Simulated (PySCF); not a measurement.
## Energy of Fe(2+) (iron, charge +2) between two integer charges

The 3d beta orbital of [Ar] 3d6 is emptied in steps (occupation f), with all orbitals relaxed, ending at [Ar] 3d5. All numbers are calculated (PySCF 2.14, no relativity, point nucleus, in aug-pcseg-2). The exact energy is a straight line in f; departures are measured from the line between the end points of the same method.

```json
{"f": "1", "CAM-B3LYP (eV)": "0.000"}
{"f": "0.9", "CAM-B3LYP (eV)": "-0.349"}
{"f": "0.7", "CAM-B3LYP (eV)": "-0.825"}
{"f": "0.5", "CAM-B3LYP (eV)": "-0.994"}
{"f": "0.3", "CAM-B3LYP (eV)": "-0.845"}
{"f": "0.1", "CAM-B3LYP (eV)": "-0.367"}
{"f": "0", "CAM-B3LYP (eV)": "0.000"}
```

For CAM-B3LYP, how does the orbital energy at f = 1 compare with the removal energy?

−ε = 27.649 eV against a total-energy difference of 31.502 eV. By Janak's theorem ε = ∂E/∂f, so the gap between them reflects the curvature. Along the path −ε is 28.377 (f = 0.9), 29.880 (f = 0.7), 31.442 (f = 0.5), 33.061 (f = 0.3), 34.737 (f = 0.1) eV.

Reference removal energy between the ground levels: 30.651 ± 0.012 eV (measured; NIST Atomic Spectra Database, ionization energies). The calculation has no spin-orbit coupling. The determinant left behind need not be the lowest term of the ion.
